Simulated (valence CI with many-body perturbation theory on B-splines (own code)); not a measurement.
## Valence orbitals of Ce XXXV

Level of theory: configuration interaction combined with many-body perturbation theory (CI+MBPT): six valence electrons over a frozen Dirac-Fock core [Ar], a basis of 7 s, 7 p, 8 d, 6 f, 4 g, 1 h functions for each j, with the one-electron correlation potential Σ1, the two-electron term Σ2, the three-electron term Σ3, Breit, model QED; selected CI, second order for the rest, scaled by the run's own slope (own B-spline code, finite nucleus).

The last digits are not significant, and no measured levels were compared; by estimate large intervals hold to a few tenths of a per cent, small ones and those within an open d or f shell to about a per cent. Core correlation moves these levels by up to 6300 cm⁻¹, and in measured spectra 5 to 20 % of such shifts remained as error; rates that hang on mixing are uncertain with them. Among the levels kept, up to 1000 cm⁻¹ of a level comes from second order outside the variational space, and about a tenth of that is noise between levels of different J, which matters for small intervals. Only levels of the ground parity were solved; by the run's estimate the other parity begins above the list, which can be wrong where configurations are misplaced.

These are the spectroscopic orbitals of the CI (the correlating ones are not listed), shaped by the core and the other valence electrons. h is the expectation value of the core's Dirac-Fock operator, without the valence repulsion; Σ1 is computed up to l = 3 at one energy for each symmetry, that of its lowest orbital but kept below the first core excitation, so for empty shells it is not the orbital's own correlation shift; Breit and QED include the response of the core.

| Orbital | h (hartree) | Σ1 (cm⁻¹) | Breit (cm⁻¹) | QED (cm⁻¹) | ⟨r⟩ (bohr) |
| --- | --- | --- | --- | --- | --- |
| 4s1/2 | -60.928 | -7138 | 5056 | 3739 | 0.5309 |
| 5s1/2 | -37.224 | -2717 | 2468 | 1854 | 0.8700 |
| 6s1/2 | -25.103 | -1357 | 1355 | 1033 | 1.298 |
| 4p1/2 | -58.78 | -9325 | 7932 | -83.3 | 0.5285 |
| 5p1/2 | -36.162 | -3454 | 3974 | -37.7 | 0.8748 |
| 6p1/2 | -24.505 | -1707 | 2221 | -20.1 | 1.310 |
| 4p3/2 | -57.326 | -8821 | 4878 | 290 | 0.5433 |
| 5p3/2 | -35.462 | -3370 | 2457 | 150 | 0.8929 |
| 6p3/2 | -24.114 | -1686 | 1457 | 85.3 | 1.332 |
| 3d3/2 | -102.9 | -21013 | 11278 | -986 | 0.2329 |
| 4d3/2 | -54.283 | -9286 | 3924 | -264 | 0.5213 |
| 5d3/2 | -33.986 | -3647 | 1912 | -121 | 0.8880 |
| 3d5/2 | -101.99 | -19873 | 5616 | -483 | 0.2360 |
| 4d5/2 | -53.955 | -9029 | 2017 | -102 | 0.5251 |
| 5d5/2 | -33.824 | -3529 | 975 | -43.6 | 0.8928 |
| 4f5/2 | -51.082 | -20475 | 407 | -150 | 0.4789 |
| 5f5/2 | -32.511 | -8615 | 188 | -74.0 | 0.8582 |
| 4f7/2 | -50.975 | -17829 | -162 | -91.6 | 0.4804 |
| 5f7/2 | -32.451 | -7452 | -61.7 | -43.4 | 0.8601 |
| 5g7/2 | -31.666 |  | 26.0 | -16.2 | 0.7779 |
| 5g9/2 | -31.64 |  | -22.7 | -2.3 | 0.7788 |

Among the shells of the start configuration 3d6, Σ1 is largest in size for 3d3/2, where it is 0.093 % of h.

Lowest root of each symmetry, sizes in configuration state functions:

| J | Parity | Roots | Reference | Variational | Second order | Change by selected CI (cm⁻¹) | Change by second order (cm⁻¹) |
| --- | --- | --- | --- | --- | --- | --- | --- |
| 0 | even | 5 | 26 | 15716 | 214753 | -30611 | -8 |
| 1 | even | 4 | 60 | 34018 | 645340 | -27628 | -50 |
| 2 | even | 8 | 86 | 32977 | 1338138 | -29024 | -513 |
| 3 | even | 6 | 88 | 32426 | 1231420 | -26164 | -737 |
| 4 | even | 7 | 77 | 32105 | 1537321 | -27203 | -838 |
| 5 | even | 2 | 52 | 32238 | 1280113 | -28424 | -601 |
| 6 | even | 2 | 31 | 32178 | 1139495 | -28272 | -240 |
